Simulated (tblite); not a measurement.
Species: C5H8FN.
Atom-mapped SMILES: `[F:1][C@H:2]1[CH2:3][CH:4]=[N:5][CH2:6][CH2:7]1` (hydrogens: H8 on C2; H9, H10 on C3; H11 on C4; H12, H13 on C6; H14, H15 on C7)

Computed with GFN2-xTB (tblite), gas phase: Langevin dynamics at 600 K from the optimised GFN2-xTB geometry, time step 0.5 fs, friction 0.01 fs⁻¹, 2000 steps. The instantaneous temperature is 2·E(kin)/(3Nk) with all 3N coordinates.

```csv
t (fs),T (K),E(pot) above start (eV),F1–C2 (Å),C2–C3 (Å),C3–C4 (Å),C4=N5 (Å),N5–C6 (Å),C2–H8 (Å)
0,478,0.000,1.386,1.523,1.505,1.254,1.436,1.098
25,313,0.687,1.442,1.488,1.524,1.250,1.464,1.122
50,439,0.474,1.420,1.545,1.500,1.283,1.437,1.112
75,385,0.706,1.322,1.540,1.510,1.236,1.429,1.138
100,436,0.825,1.350,1.517,1.496,1.257,1.422,1.139
125,494,0.668,1.440,1.527,1.583,1.253,1.432,1.109
150,453,0.830,1.473,1.516,1.533,1.252,1.423,1.096
175,345,1.238,1.343,1.429,1.519,1.299,1.397,1.022
200,582,1.021,1.335,1.539,1.615,1.247,1.433,1.028
225,521,1.532,1.449,1.515,1.594,1.260,1.411,1.055
250,719,1.026,1.499,1.563,1.448,1.282,1.463,1.084
275,755,0.982,1.332,1.535,1.484,1.247,1.507,1.178
300,646,1.409,1.338,1.611,1.613,1.221,1.333,1.202
325,676,1.312,1.417,1.557,1.495,1.234,1.498,1.190
350,566,1.487,1.431,1.514,1.420,1.298,1.613,1.133
375,740,1.054,1.362,1.650,1.464,1.211,1.438,1.054
400,570,1.319,1.411,1.590,1.452,1.267,1.384,1.063
425,677,1.143,1.423,1.489,1.514,1.271,1.463,1.116
450,648,1.237,1.345,1.509,1.560,1.254,1.440,1.096
475,434,1.466,1.417,1.550,1.486,1.293,1.431,1.089
500,574,1.429,1.331,1.522,1.462,1.259,1.478,1.122
525,648,1.426,1.390,1.621,1.466,1.250,1.495,1.098
550,636,1.204,1.345,1.506,1.482,1.285,1.482,1.082
575,713,1.153,1.403,1.480,1.526,1.250,1.443,1.080
600,630,1.222,1.466,1.595,1.529,1.265,1.407,1.128
625,655,0.967,1.360,1.489,1.480,1.278,1.479,1.127
650,655,1.187,1.391,1.471,1.577,1.254,1.499,1.093
675,532,1.447,1.354,1.591,1.596,1.223,1.374,1.106
700,892,0.901,1.381,1.507,1.510,1.257,1.481,1.110
725,661,1.265,1.543,1.586,1.439,1.292,1.528,1.117
750,965,1.103,1.359,1.590,1.490,1.261,1.412,1.159
775,781,1.081,1.360,1.555,1.585,1.210,1.488,1.096
800,715,1.104,1.390,1.545,1.489,1.298,1.493,1.058
825,525,1.026,1.348,1.582,1.453,1.309,1.379,1.106
850,353,0.998,1.393,1.680,1.548,1.216,1.480,1.146
875,534,0.710,1.427,1.608,1.529,1.258,1.461,1.154
900,441,0.960,1.350,1.452,1.508,1.285,1.428,1.165
925,444,1.205,1.429,1.556,1.669,1.239,1.410,1.061
950,586,0.809,1.402,1.589,1.492,1.224,1.454,0.996
975,506,1.221,1.471,1.558,1.476,1.255,1.524,0.972
1000,414,0.921,1.360,1.549,1.536,1.252,1.504,0.992
```

Problem. From 500 fs on, how do temperature and potential energy compare with equipartition?

Solution. The mean temperature of these 21 frames is 612 K against the target 600 K, and the mean potential energy 1.11 eV against 39 × kT/2 = 1.01 eV for 39 classical harmonic modes. For 15 atoms in a canonical ensemble the temperature itself scatters by T·√(2/(3N)) = 126 K; here its standard deviation is 148 K. The whole run lasts only 10 friction times of 100 fs, so these averages carry a wide statistical error.

Problem. What are the kinetic and total energies of the listed frame with the highest potential energy?

Solution. The one at 225 fs, 1.532 eV above the start. Its kinetic energy is 3NkT/2 = 1.010 eV at 521 K, so the sum is 2.54 eV; over the listed frames the sum runs from 0.93 to 2.97 eV, since the thermostat adds and removes energy.

Problem. How much do the listed bonds fluctuate from 500 fs on?

Solution. 
```tsv
bond	at the start (Å)	mean (Å)	standard deviation (Å)
F1–C2	1.386	1.393	0.050
C2–C3	1.523	1.554	0.055
C3–C4	1.505	1.516	0.054
C4=N5	1.254	1.258	0.026
N5–C6	1.436	1.462	0.044
C2–H8	1.098	1.094	0.052
```

The motion is classical and holds no zero-point motion.

The cost below is that of the whole dynamics run. The run took 7.6 s of wall time on Arm Neoverse V2, one thread, on a shared host, and the process peaked at 0.18 GiB of memory.
